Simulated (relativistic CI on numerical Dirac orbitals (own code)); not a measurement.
## Ir⁷²⁺: sensitivity of the levels to the model

Base calculation: Dirac-Coulomb-Breit CI, KLI orbitals optimised for each configuration, QED by a radiative potential, unscaled Slater integrals.

Configuration list (outside the closed core 1s2): 2s2.2p, 2s.2p2, 2p3, 2p2.3s, 2p2.3p, 2s2.3s, 2p2.3d, 2s2.3p, 2s2.3d, 2s.2p.3s, 2s.2p.3p, 2s.2p.3d, 2s2.4s, 2s2.4p, 2s2.4d, 2s2.4f. Levels of other configurations are missing.

The lowest level and the first level of each name with at least 55 % of one term (blank where a level has no safe partner in the second run):

| Level | Base (eV) | Shift (eV) |
| --- | --- | --- |
| 2s2.2p 2P°_1/2 | 0.0 | 0.0 |
| 2s2.2p 2P°_3/2 | 1757.1 | +21.4 |
| 2s.2p2 4P_3/2 | 1962.9 | -0.2 |
| 2s.2p2 2D_5/2 | 2004.8 | +12.2 |
| 2s.2p2 2P_1/2 | 2082.9 | -0.9 |
| 2s.2p2 2D_3/2 | 2084.9 | +5.8 |
| 2s.2p2 4P_5/2 | 3738.1 | +28.1 |
| 2s.2p2 2S_1/2 | 3854.6 | +15.6 |
| 2s.2p2 2P_3/2 | 3855.4 | +23.8 |
| 2p3 4S°_3/2 | 4090.7 | +1.9 |
| 2p3 2D°_5/2 | 4113.8 | +13.6 |
| 2p3 2P°_1/2 | 4175.8 | -2.0 |
| 2s2.3s 2S_1/2 | 11670.1 | +33.0 |
| 2s2.3p 2P°_1/2 | 11766.0 | +27.0 |

At this charge energies of transitions that change n are usually good to better than 1 %, and those within a shell (Δn = 0) to a few per cent.

(1) One thing was changed in a second run, which moved the levels as shown. Which?
A. QED terms removed
B. configuration mixing switched off
C. Breit term removed

Results:

(1) C. Breit term removed. The Breit term mainly narrows fine-structure intervals, so removing it widens them.

LS names give the leading component of a level, which can be under half, so a name can repeat, a term be missing and a line seem to break the LS rules.
